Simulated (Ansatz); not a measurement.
`[F][Sb]([SiH3])[Cl]` + `CCO` → `CC[O][Sb]([SiH3])[Cl]` + H–F at 500 K and 1 bar (ligand exchange at the Sb–F bond).

Computed with Ansatz on PBE0-D4/def2-TZVP structures; ΔE is electronic, products minus reactants. CCSD(T)/CBS adds triple-zeta CCSD(T) − MP2 to the extrapolated MP2 energy (def2 sets, frozen cores). This one scheme is used for every species. Elements past krypton have def2 core potentials. For Sb outer-core shells are correlated without core-valence functions, which leaves a few kJ/mol of doubt a bond. One conformer a species, not always the lowest.

| species | CCSD(T)/CBS energy (Eh) | H − E (kJ/mol) | S (J/(mol·K)) |
| --- | --- | --- | --- |
| `[F][Sb]([SiH3])[Cl]` | -1090.53073 | 116.1 | 424.4 |
| `CCO` | -154.88256 | 240.4 | 310.3 |
| `CC[O][Sb]([SiH3])[Cl]` | -1145.01224 | 316.7 | 533.4 |
| H–F | -100.39570 | 39.4 | 188.7 |

H − E and S are ideal-gas, rigid-rotor, harmonic terms from PBE0-D4/def2-TZVP, for one conformer and one mirror image of each species. 1 Eh = 2625.50 kJ/mol, R = 8.31446 J/(mol·K).

Q: By hand: ΔE, ΔH, ΔS and ΔG.

A: ΔE = (-1145.01224) + (-100.39570) − (-1090.53073) − (-154.88256) = 0.00535 Eh = 14.0 kJ/mol. Δ(H − E) = 316.7 + 39.4 − 116.1 − 240.4 = -0.4, so ΔH = 13.6 kJ/mol. ΔS = 533.4 + 188.7 − 424.4 − 310.3 = -12.6 J/(mol·K). ΔG = 13.6 − 500 × (-12.6)/1000 = 19.9 kJ/mol.

Q: By hand: the equilibrium constant, and the temperature at which ΔG would vanish if ΔH and ΔS stayed fixed.

A: log₁₀ K = −ΔG/(RT ln 10) = -2.1. ΔH and −TΔS have one sign here, so there is no such temperature.

TΔS isn't small against ΔH here. A doubt of 5 kJ/mol in ΔE shifts log₁₀ K by 0.5 here. Other conformers and mirror images would add mixing entropy, several J/(mol·K) or more a flexible species. Modes under 60 cm⁻¹, often nearly free rotors, make the harmonic entropy too high. These are equilibria of isolated gas molecules and say nothing of rates. Largest T1 diagnostic: 0.014 (customary marks: 0.02 for closed shells, 0.045 for open ones).

ΔS is within the doubt of such terms, so its sign, and with it that verdict, could turn.
